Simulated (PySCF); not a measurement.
C₄H₈GaN, singlet, geometry from GFN2-xTB (such geometries of metal compounds can be far from the true shape); DF-HF/def2-TZVPD (PySCF).

The PySCF input:
```python
from pyscf import gto, scf

mol = gto.M(
    atom='''
Ga    0.05064075    0.15201932    0.39578365
C     0.15391080    1.52537743   -1.07917134
C    -0.22580187    1.30386728   -2.33140123
H     0.52267604    2.51788561   -0.81489065
H    -0.17993606    2.06503743   -3.10157001
H    -0.60750459    0.34341346   -2.65049453
C    -0.25803561   -1.83795147    0.26538208
C    -0.18303277   -2.53115491   -0.86385293
H    -0.47450399   -2.37327710    1.19138018
H    -0.33266097   -3.60381112   -0.90464088
H     0.03666473   -2.05702730   -1.81091421
N     0.26694736    0.80135381    2.08633171
H     0.40497958    1.77355869    2.33487869
H     0.26954718    0.25131460    2.93689678
''',
    basis='def2-tzvpd',
    verbose=4,
    max_memory=1800,
)

mf = scf.RHF(mol)
mf = mf.density_fit(auxbasis='def2-universal-jkfit')
mf.kernel()
```

Write the output that PySCF gives for this input, abridged.


```
PySCF version 2.14.0

[INPUT] verbose = 4
[INPUT] num. atoms = 14
[INPUT] num. electrons = 70
[INPUT] charge = 0
[INPUT] spin (= nelec alpha-beta = 2S) = 0
[INPUT] symmetry False subgroup None
[INPUT] Mole.unit = angstrom
[INPUT] Symbol           X                Y                Z      unit          X                Y                Z       unit  Magmom
[INPUT]  1 Ga     0.050640750000   0.152019320000   0.395783650000 AA    0.095697148243   0.287274880443   0.747922703081 Bohr   0.0
[INPUT]  2 C      0.153910800000   1.525377430000  -1.079171340000 AA    0.290849259613   2.882545579293  -2.039338274080 Bohr   0.0
[INPUT]  3 C     -0.225801870000   1.303867280000  -2.331401230000 AA   -0.426703692715   2.463952061982  -4.405709811174 Bohr   0.0
[INPUT]  4 H      0.522676040000   2.517885610000  -0.814890650000 AA    0.987714567472   4.758114215883  -1.539920149969 Bohr   0.0
[INPUT]  5 H     -0.179936060000   2.065037430000  -3.101570010000 AA   -0.340029873333   3.902355179676  -5.861117875065 Bohr   0.0
[INPUT]  6 H     -0.607504590000   0.343413460000  -2.650494530000 AA   -1.148017294516   0.648957386889  -5.008708756358 Bohr   0.0
[INPUT]  7 C     -0.258035610000  -1.837951470000   0.265382080000 AA   -0.487616633285  -3.473224908542   0.501499449567 Bohr   0.0
[INPUT]  8 C     -0.183032770000  -2.531154910000  -0.863852930000 AA   -0.345881807121  -4.783189558748  -1.632445449603 Bohr   0.0
[INPUT]  9 H     -0.474503990000  -2.373277100000   1.191380180000 AA   -0.896682586113  -4.484843736702   2.251382250435 Bohr   0.0
[INPUT] 10 H     -0.332660970000  -3.603811120000  -0.904640880000 AA   -0.628638125632  -6.810216021462  -1.709523504286 Bohr   0.0
[INPUT] 11 H      0.036664730000  -2.057027300000  -1.810914210000 AA    0.069286298131  -3.887218227754  -3.422131891983 Bohr   0.0
[INPUT] 12 N      0.266947360000   0.801353810000   2.086331710000 AA    0.504457400076   1.514339229777   3.942595536895 Bohr   0.0
[INPUT] 13 H      0.404979580000   1.773558690000   2.334878690000 AA    0.765300492241   3.351540189942   4.412281258183 Bohr   0.0
[INPUT] 14 H      0.269547180000   0.251314600000   2.936896780000 AA    0.509370347849   0.474915765105   5.549930570317 Bohr   0.0

nuclear repulsion = 399.625323772285
number of shells = 123
number of NR pGTOs = 454
number of NR cGTOs = 311
basis = def2-tzvpd
ecp = {}

******** <class 'pyscf.df.df_jk.DFRHF'> ********
method = DFRHF
initial guess = minao
damping factor = 0
level_shift factor = 0
DIIS = <class 'pyscf.scf.diis.CDIIS'>
diis_start_cycle = 1
diis_space = 8
diis_damp = 0
SCF conv_tol = 1e-09
SCF conv_tol_grad = None
SCF max_cycles = 50
direct_scf = False
Set gradient conv threshold to 3.16228e-05
Initial guess from minao.
******** <class 'pyscf.df.df.DF'> ********
auxbasis = def2-universal-jkfit
init E= -2133.94019295136
  HOMO = -0.253079157792717  LUMO = -0.00284298123853003  gap/eV = 6.80927
cycle= 1 E= -2133.80391169304  delta_E= 0.136  |g|=  0.5  |ddm|= 3.23
  HOMO = -0.34572499543448  LUMO = 0.0516575618032329  gap/eV = 10.81333
cycle= 2 E= -2133.86995389077  delta_E= -0.066  |g|= 0.282  |ddm|= 0.97
  HOMO = -0.376083529667394  LUMO = 0.0506593044687306  gap/eV = 11.61226
cycle= 3 E= -2133.88093971761  delta_E= -0.011  |g|= 0.0815  |ddm|= 0.429
  HOMO = -0.371925797592674  LUMO = 0.0512996754126223  gap/eV = 11.51655
cycle= 4 E= -2133.88281385671  delta_E= -0.00187  |g|= 0.0109  |ddm|= 0.179
  HOMO = -0.371317222236325  LUMO = 0.0514428166691391  gap/eV = 11.50389
cycle= 5 E= -2133.88286016593  delta_E= -4.63e-05  |g|= 0.00541  |ddm|= 0.0345
  HOMO = -0.371620818526465  LUMO = 0.0513507951320021  gap/eV = 11.50964
cycle= 6 E= -2133.88286797157  delta_E= -7.81e-06  |g|= 0.00113  |ddm|= 0.0144
  HOMO = -0.371487493842943  LUMO = 0.0513410087496278  gap/eV = 11.50575
cycle= 7 E= -2133.88286889429  delta_E= -9.23e-07  |g|= 0.000344  |ddm|= 0.00696
  HOMO = -0.371496534878767  LUMO = 0.0513381253247851  gap/eV = 11.50592
cycle= 8 E= -2133.88286897314  delta_E= -7.89e-08  |g|= 9.75e-05  |ddm|= 0.00191
  HOMO = -0.371478287471042  LUMO = 0.0513359321997051  gap/eV = 11.50536
cycle= 9 E= -2133.8828689786  delta_E= -5.46e-09  |g|= 2.58e-05  |ddm|= 0.000343
  HOMO = -0.371478075072373  LUMO = 0.0513355843626996  gap/eV = 11.50535
cycle= 10 E= -2133.88286897907  delta_E= -4.74e-10  |g|= 9.78e-06  |ddm|= 0.000101
  HOMO = -0.371478161122436  LUMO = 0.0513353540406766  gap/eV = 11.50534
Extra cycle  E= -2133.88286897913  delta_E= -5.87e-11  |g|= 5.16e-06  |ddm|= 2.82e-05
converged SCF energy = -2133.88286897913
```
